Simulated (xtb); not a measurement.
B(H)2(OH) (BH₃O), SMILES OB. All values are semi-empirical tight-binding results from xtb (GFN2-xTB unless named), good for trends rather than for accurate numbers. Geometry optimised at GFN2-xTB.

Optimised geometry:

```xyz
5

B     -0.0327     0.7026     0.0000
H      0.9557     1.3325     0.0000
H     -1.0940     1.2212     0.0000
O      0.1213    -0.6138     0.0000
H     -0.6685    -1.1565     0.0000
```

The point group as xtb finds it comes out as Cs, the orbital gap is 5.72 eV and the dipole moment comes out as 1.92 D. The zero-point energy is 21.3 kcal/mol and the G − E(el) at 298.15 K (modified RRHO) comes out as 7.4 kcal/mol. The static polarisability (D4 model) comes out as 22.0 bohr³ and the solvation energy, GFN2-xTB/ALPB(water) is -5.5 kcal/mol. The solvation energy, GFN2-xTB/ALPB(dmf) is -6.2 kcal/mol.

Computed IR lines (harmonic; lines under 4 % of the strongest left out, lines within 3 cm⁻¹ merged):
ν (cm⁻¹): 795 (vs), 864 (m), 902 (s), 1088 (vs), 1333 (vs), 2538 (vs), 2638 (s), 3594 (w) (against the strongest line: vs over 80 %, s over 45 %, m over 15 %, w over 4 %, vw less)

### Question
Give the atomic charges and the Wiberg bond orders between heavy atoms. (An estimate is asked for; the answer gives what the named calculation found.)

### Answer
charges (e) B1 0.32, H2 -0.09, H3 -0.12, O4 -0.41, H5 0.30. Bond orders B1–O4 1.36.
